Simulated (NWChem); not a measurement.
System: GeH2, singlet; SMILES [GeH2]

Output (shortened):

```
             Northwest Computational Chemistry Package (NWChem) 7.3.0
             --------------------------------------------------------

 C2V symmetry detected

                             Geometry "geometry" -> ""
                             -------------------------

 Output coordinates in angstroms (scale by  1.889725989 to convert to a.u.)

  No.       Tag          Charge          X              Y              Z
 ---- ---------------- ---------- -------------- -------------- --------------
    1 Ge                  32.0000     0.00000000     0.00000000     0.06603141
    2 H                    1.0000     1.13642900     0.00000000    -1.05650259
    3 H                    1.0000    -1.13642900     0.00000000    -1.05650259

 Effective nuclear repulsion energy (a.u.)      21.4349208978

      Symmetry information
      --------------------

 Group name             C2v
 Group number             16
 Group order               4
 No. of unique centers     2

                                 NWChem DFT Module
                                 -----------------

 Summary of "ao basis" -> "ao basis" (spherical)
 ------------------------------------------------------------------------------
       Tag                 Description            Shells   Functions and Types
 ---------------- ------------------------------  ------  ---------------------
 Ge                        def2-svpd                14       38   6s4p4d
 H                         def2-svpd                 4        8   2s2p

      Symmetry analysis of basis
      --------------------------

        a1         24
        a2          6
        b1         14
        b2         10

            General Information
            -------------------
          SCF calculation type: DFT
          Wavefunction type:  closed shell.
          No. of atoms     :     3
          No. of electrons :    34
           Alpha electrons :    17
            Beta electrons :    17
          Charge           :     0
          Spin multiplicity:     1
          Use of symmetry is: off; symmetry adaption is: on
          Maximum number of iterations: 150
          AO basis - number of functions:    54
                     number of shells:    22
          Convergence on energy requested:  1.00D-06
          Convergence on density requested:  1.00D-05
          Convergence on gradient requested:  5.00D-04

              XC Information
              --------------
                         PBE0 Method XC Functional
                     Hartree-Fock (Exact) Exchange  0.250
          PerdewBurkeErnzerhof Exchange Functional  0.750
            Perdew 1991 LDA Correlation Functional  1.000 local
           PerdewBurkeErnz. Correlation Functional  1.000 non-local

             Grid Information
             ----------------
          Grid used for XC integration:  medium
          Radial quadrature: Mura-Knowles
          Angular quadrature: Lebedev.
          Tag              B.-S. Rad. Rad. Pts. Rad. Cut. Ang. Pts.
          ---              ---------- --------- --------- ---------
          Ge                  1.25      112           8.0       590
          H                   0.35       45           8.0       434
          Grid pruning is: on
          Number of quadrature shells:   202
          Spatial weights used:  Erf1

      Superposition of Atomic Density Guess
      -------------------------------------

 Sum of atomic energies:       -2076.04220642

      Non-variational initial energy
      ------------------------------

 Total energy =   -2076.006053
 1-e energy   =   -2938.155662
 2-e energy   =     840.714689
 HOMO         =      -0.234851
 LUMO         =      -0.085578

      Symmetry analysis of molecular orbitals - initial
      -------------------------------------------------

  Numbering of irreducible representations:

     1 a1          2 a2          3 b1          4 b2

  Orbital symmetries:

     1 a1          2 a1          3 b1          4 a1          5 b2
     6 a1          7 b1          8 a1          9 b2         10 b1
    11 a1         12 a1         13 a2         14 b2         15 a1
    16 b1         17 a1         18 b2         19 a1         20 b1
    21 a1         22 a1         23 a2         24 b2         25 b1
    26 a1         27 b1

   convergence    iter        energy       DeltaE   RMS-Dens  Diis-err
 ---------------- ----- ----------------- --------- --------- ---------
 d= 0,ls=0.0,diis     1  -2077.6001726034 -2.10D+03  9.48D-03  9.18D-02
 d= 0,ls=0.0,diis     2  -2077.6125247847 -1.24D-02  2.40D-03  1.44D-02
 d= 0,ls=0.0,diis     3  -2077.6143014580 -1.78D-03  5.00D-04  4.61D-04
 d= 0,ls=0.0,diis     4  -2077.6143715012 -7.00D-05  1.22D-04  2.84D-05
 d= 0,ls=0.0,diis     5  -2077.6143762843 -4.78D-06  1.49D-05  7.38D-07
 d= 0,ls=0.0,diis     6  -2077.6143763455 -6.12D-08  4.58D-06  6.11D-08

         Total DFT energy =    -2077.614376345548
      One electron energy =    -2937.930015299241
           Coulomb energy =      918.341294123247
    Exchange-Corr. energy =      -79.460576067308
 Nuclear repulsion energy =       21.434920897754

 Numeric. integr. density =       34.000001541791

                  Occupations of the irreducible representations
                  ----------------------------------------------

                     irrep           alpha         beta
                     --------     --------     --------
                     a1                9.0          9.0
                     a2                1.0          1.0
                     b1                4.0          4.0
                     b2                3.0          3.0

                       DFT Final Molecular Orbital Analysis
                       ------------------------------------

 Vector   15  Occ=2.000000D+00  E=-5.301723D-01  Symmetry=a1
              MO Center=  1.9D-10, -9.4D-11, -4.0D-01, r^2= 1.6D+00
   Bfn.  Coefficient  Atom+Function         Bfn.  Coefficient  Atom+Function
  ----- ------------  ---------------      ----- ------------  ---------------
     4      0.734758  1 Ge s                  3     -0.447729  1 Ge s
    39      0.191482  2 H  s                 47      0.191482  3 H  s
     5      0.135914  1 Ge s                 15     -0.098636  1 Ge pz
     2      0.096017  1 Ge s                 12      0.059404  1 Ge pz
    18     -0.044178  1 Ge pz                40      0.042373  2 H  s

 Vector   16  Occ=2.000000D+00  E=-3.239855D-01  Symmetry=b1
              MO Center= -1.0D-09,  2.6D-10, -6.6D-01, r^2= 2.3D+00
   Bfn.  Coefficient  Atom+Function         Bfn.  Coefficient  Atom+Function
  ----- ------------  ---------------      ----- ------------  ---------------
    13      0.332417  1 Ge px                39      0.313311  2 H  s
    47     -0.313311  3 H  s                 16      0.245123  1 Ge px
    10     -0.192973  1 Ge px                40      0.169308  2 H  s
    48     -0.169308  3 H  s                 22     -0.079157  1 Ge d  1
     7      0.062919  1 Ge px                32      0.054088  1 Ge d  1

 Vector   17  Occ=2.000000D+00  E=-2.529480D-01  Symmetry=a1
              MO Center=  2.7D-10, -1.1D-09,  1.3D-01, r^2= 2.5D+00
   Bfn.  Coefficient  Atom+Function         Bfn.  Coefficient  Atom+Function
  ----- ------------  ---------------      ----- ------------  ---------------
     4      0.437125  1 Ge s                 18      0.380489  1 Ge pz
    15      0.363865  1 Ge pz                 3     -0.247844  1 Ge s
    39     -0.210512  2 H  s                 47     -0.210512  3 H  s
    12     -0.208188  1 Ge pz                 5      0.201078  1 Ge s
    40     -0.116004  2 H  s                 48     -0.116004  3 H  s

 Vector   18  Occ=0.000000D+00  E=-1.116693D-01  Symmetry=b2
              MO Center= -1.5D-11,  4.3D-10,  1.2D-02, r^2= 2.7D+00
   Bfn.  Coefficient  Atom+Function         Bfn.  Coefficient  Atom+Function
  ----- ------------  ---------------      ----- ------------  ---------------
    17      0.630029  1 Ge py                14      0.456498  1 Ge py
    11     -0.257682  1 Ge py                 8      0.083466  1 Ge py
    45      0.031234  2 H  py                53      0.031234  3 H  py

[...]

                                NWChem TDDFT Module
                                -------------------

            General Information
            -------------------
           No. of orbitals :     108
            Alpha orbitals :      54
             Beta orbitals :      54
        Alpha frozen cores :       0
         Beta frozen cores :       0
     Alpha frozen virtuals :       0
      Beta frozen virtuals :       0
         Spin multiplicity :       1
    Number of AO functions :      54
        Use of symmetry is : off
      Symmetry adaption is : on
         Schwarz screening :  0.10D-07

              XC Information
              --------------
                  PBE0 Method XC Functional
              Hartree-Fock (Exact) Exchange   0.25
   PerdewBurkeErnzerhof Exchange Functional   0.75
     Perdew 1991 LDA Correlation Functional   1.00 local
    PerdewBurkeErnz. Correlation Functional   1.00 non-local

             TDDFT Information
             -----------------
          Calculation type : Tamm-Dancoff TDDFT
         Wavefunction type : Restricted singlets
          No. of electrons :      34
           Alpha electrons :      17
            Beta electrons :      17
              No. of roots :       6
          Max subspacesize :    5200
            Max iterations :     100
               Target root :       1
           Target symmetry : none
      Symmetry restriction : off
                 Algorithm : Optimal
        Davidson threshold :  0.10D-03

    6 smallest eigenvalue differences (eV)
--------------------------------------------------------
  No. Spin  Occ  Vir  Irrep   E(Occ)    E(Vir)   E(Diff)
--------------------------------------------------------
    1    1   17   18 b2       -0.253    -0.112     3.844
    2    1   16   18 a2       -0.324    -0.112     5.777
    3    1   17   19 a1       -0.253     0.020     7.439
    4    1   17   20 b1       -0.253     0.034     7.813
    5    1   17   21 a1       -0.253     0.083     9.132
    6    1   16   19 b1       -0.324     0.020     9.372
--------------------------------------------------------

  Entering Davidson iterations
  Restricted singlet excited states

  Iter   NTrls   NConv    DeltaV     DeltaE      Time
  ----  ------  ------  ---------  ---------  ---------
    1      6       0     0.74E-01   0.10+100        3.0
    2     12       0     0.20E-01   0.16E-01        3.1
    3     18       0     0.34E-02   0.54E-03        3.2
    4     24       3     0.76E-03   0.15E-04        3.2
    5     27       5     0.52E-03   0.24E-05        2.7
    6     28       6     0.80E-04   0.46E-06        2.4
  ----  ------  ------  ---------  ---------  ---------
  Convergence criterion met

  Ground state a1      -2077.614376345548 a.u.

  ----------------------------------------------------------------------------
  Root   1 singlet b2             0.094065641 a.u.                2.5597 eV
  ----------------------------------------------------------------------------
     Transition Moments    X  0.00000   Y -0.54271   Z  0.00000
     Dipole Oscillator Strength                    0.0184701252
     Electric Quadrupole                           0.0000000208
     Magnetic Dipole                               0.0000015325
     Total Oscillator Strength                     0.0184716786

     Occ.   15  a1  ---  Virt.   18  b2      -0.08342
     Occ.   17  a1  ---  Virt.   18  b2       0.99285
     Occ.   17  a1  ---  Virt.   24  b2      -0.06129
  ----------------------------------------------------------------------------
  Root   2 singlet a2             0.151493242 a.u.                4.1223 eV
  ----------------------------------------------------------------------------
     Transition Moments    X -0.00000   Y  0.00000   Z -0.00000
     Dipole Oscillator Strength                    0.0000000000
     Electric Quadrupole                           0.0000000606
     Magnetic Dipole                               0.0000020360
     Total Oscillator Strength                     0.0000020966

     Occ.   16  b1  ---  Virt.   18  b2       0.99932
  ----------------------------------------------------------------------------
  Root   3 singlet a1             0.229803904 a.u.                6.2533 eV
  ----------------------------------------------------------------------------
     Transition Moments    X -0.00000   Y  0.00000   Z  1.18370
     Dipole Oscillator Strength                    0.2146574959
     Electric Quadrupole                           0.0000000473
     Magnetic Dipole                               0.0000000000
     Total Oscillator Strength                     0.2146575432

     Occ.   16  b1  ---  Virt.   20  b1       0.08040
     Occ.   17  a1  ---  Virt.   19  a1       0.99420
     Occ.   17  a1  ---  Virt.   22  a1       0.05770
  ----------------------------------------------------------------------------
  Root   4 singlet b1             0.262249532 a.u.                7.1362 eV
  ----------------------------------------------------------------------------
     Transition Moments    X  1.09806   Y -0.00000   Z  0.00000
     Dipole Oscillator Strength                    0.2108043222
     Electric Quadrupole                           0.0000000344
     Magnetic Dipole                               0.0000022597
     Total Oscillator Strength                     0.2108066163

     Occ.   16  b1  ---  Virt.   19  a1      -0.21989
     Occ.   16  b1  ---  Virt.   21  a1       0.21261
     Occ.   16  b1  ---  Virt.   22  a1      -0.13440
     Occ.   16  b1  ---  Virt.   28  a1      -0.07663
     Occ.   17  a1  ---  Virt.   20  b1      -0.93402
     Occ.   17  a1  ---  Virt.   27  b1      -0.05630
  ----------------------------------------------------------------------------
  Root   5 singlet a1             0.285350089 a.u.                7.7648 eV
  ----------------------------------------------------------------------------
     Transition Moments    X -0.00000   Y -0.00000   Z  0.04145
     Dipole Oscillator Strength                    0.0003268957
     Electric Quadrupole                           0.0000002399
     Magnetic Dipole                               0.0000000000
     Total Oscillator Strength                     0.0003271356

     Occ.   16  b1  ---  Virt.   20  b1      -0.22622
     Occ.   17  a1  ---  Virt.   21  a1       0.95298
     Occ.   17  a1  ---  Virt.   22  a1      -0.18351
     Occ.   17  a1  ---  Virt.   26  a1      -0.07124
  ----------------------------------------------------------------------------
  Root   6 singlet b1             0.305118451 a.u.                8.3027 eV
  ----------------------------------------------------------------------------
     Transition Moments    X  1.36401   Y -0.00000   Z  0.00000
     Dipole Oscillator Strength                    0.3784507019
     Electric Quadrupole                           0.0000003814
     Magnetic Dipole                               0.0000000129
     Total Oscillator Strength                     0.3784510961

     Occ.   16  b1  ---  Virt.   19  a1       0.96746
     Occ.   16  b1  ---  Virt.   21  a1       0.12568
     Occ.   16  b1  ---  Virt.   22  a1      -0.07027
     Occ.   16  b1  ---  Virt.   28  a1      -0.05204
     Occ.   17  a1  ---  Virt.   20  b1      -0.17946
     Occ.   17  a1  ---  Virt.   27  b1      -0.05508

              Target root =      1
          Target symmetry = none
      Ground state energy =  -2077.614376345548
        Excitation energy =      0.094065641451
     Excited state energy =  -2077.520310704098

  stored tddft:energy   -2077.5203107040979
```

Level: PBE0/def2-SVPD, TDA. Low-valent species are run as closed-shell singlets; no triplet was tried in these runs. The geometry was optimised at PBE0/def2-SVP.

Task: Reconstruct the input file.

Result: Several could match; the one computed here: the input that was run:
```
start job
memory heap 200 mb stack 900 mb global 1100 mb
geometry units angstroms noautoz
  Ge     0.000000     0.000000     0.036309
  H      0.000000    -1.136429    -1.086225
  H      0.000000     1.136429    -1.086225
end
basis spherical
  * library def2-svpd
end
dft
  xc pbe0
  iterations 150
end
tddft
  cis
  nroots 6
  notriplet
end
task tddft energy
```
